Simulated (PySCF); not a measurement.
## Dipole response of Mo²²⁺ (molybdenum, charge +22)

[Ar] 3d2, high-spin 3F determinant. Calculation: PySCF 2.14, in an even-tempered Gaussian basis (18 s from 2.5 bohr⁻², ratio 2.5; 12 p from 3.2 bohr⁻², ratio 2.5; 8 d from 3.2 bohr⁻², ratio 2.5; 4 f from 11 bohr⁻², ratio 2.7; 3 g from 17 bohr⁻², ratio 2.7); scalar relativity by spin-free X2C-1e. Coupled (time-dependent) response in atomic units; α is the mean over directions.

| method | mean α (bohr³) | C₆ (like pair) | S(−4) |
| --- | --- | --- | --- |
| UHF | 0.04378 | 0.01302 | 0.0008911 |

S(−4) is the Cauchy moment in α(ω) = α(0) + S(−4) ω² + …

Spin-orbit coupling is absent.

α(iu) at UHF:

```
u (hartree)  α(iu) (bohr³)
          0        0.04378
      0.900        0.04308
       1.80        0.04112
       3.60        0.03517
       5.40        0.02904
       7.20        0.02406
       9.00        0.02031
       13.5        0.01445
       18.0        0.01112
       27.0       0.007357
       45.0       0.003942
```

A single London oscillator, α(iu) = α/(1 + u²/ω²), gives C₆ = (3/4) ω α². Matching the computed C₆ needs ω = 4 × 0.01302 / (3 × 0.04378²) = 9.06 hartree.

For an ion, C₆ is the dispersion term alone; charge-induced terms of lower order in 1/R come first.

Spin-orbit coupling, absent here, splits the open shell strongly.
